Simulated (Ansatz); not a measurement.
Vertical ionisation energy (eV) of eight silicon and germanium compounds: PBE beside CAM-B3LYP, computed with Ansatz (a program for electronic structure) for isolated molecules in the bases named; differences from unrounded values. The eight are the first of their class met in an unordered collection, after screening for sound electronic states; none was chosen by its value. Functionals give these values as differences of separate SCF runs (ΔSCF), EOM-CCSD as a root; each molecule has one DFT geometry for both levels.

```
molecule                                                               basis  CAM-B3LYP
----------------------------------------------------------------  ----------  ---------
C2H8FNSi2, SMILES C=C[SiH2][Si@H](N)F                              def2-SVPD       9.59
C4H9FSi, SMILES C(=C/[SiH2]CC)/F                                   def2-SVPD       9.91
C4H7ClSi, SMILES CC([SiH3])=C=CCl                                  def2-SVPD       9.15
C3H5ClSi, SMILES C#C[Si@@H](C)Cl                                  def2-TZVPD      10.58
CH7F2NSi2, SMILES C[Si](F)(F)[SiH2]N                               def2-SVPD       9.82
CH7ClGeSi, SMILES Cl[SiH2][CH2][GeH3]                              def2-SVPD      10.77
dihydroxy(hydroxysilyl)silane (H6O3Si2), SMILES O[SiH](O)[SiH2]O   def2-SVPD      10.25
C2H4ClNSi, SMILES Cl[Si@H]1C=NC1                                   def2-SVPD       9.39
```

Q: Estimate the PBE values and say how PBE differs from CAM-B3LYP over the set. (Estimate from the structure and the level; the computed values follow.)

A: 
| molecule | PBE | difference |
|---|---|---|
| C2H8FNSi2, SMILES C=C[SiH2][Si@H](N)F | 8.96 | -0.63 |
| C4H9FSi, SMILES C(=C/[SiH2]CC)/F | 9.39 | -0.52 |
| C4H7ClSi, SMILES CC([SiH3])=C=CCl | 8.82 | -0.33 |
| C3H5ClSi, SMILES C#C[Si@@H](C)Cl | 9.88 | -0.70 |
| CH7F2NSi2, SMILES C[Si](F)(F)[SiH2]N | 9.17 | -0.65 |
| CH7ClGeSi, SMILES Cl[SiH2][CH2][GeH3] | 10.09 | -0.68 |
| dihydroxy(hydroxysilyl)silane (H6O3Si2), SMILES O[SiH](O)[SiH2]O | 9.70 | -0.54 |
| C2H4ClNSi, SMILES Cl[Si@H]1C=NC1 | 9.02 | -0.37 |
PBE lies below CAM-B3LYP in 8 and above it in 0 of the eight; the mean signed difference is -0.55 and the largest -0.70 eV.
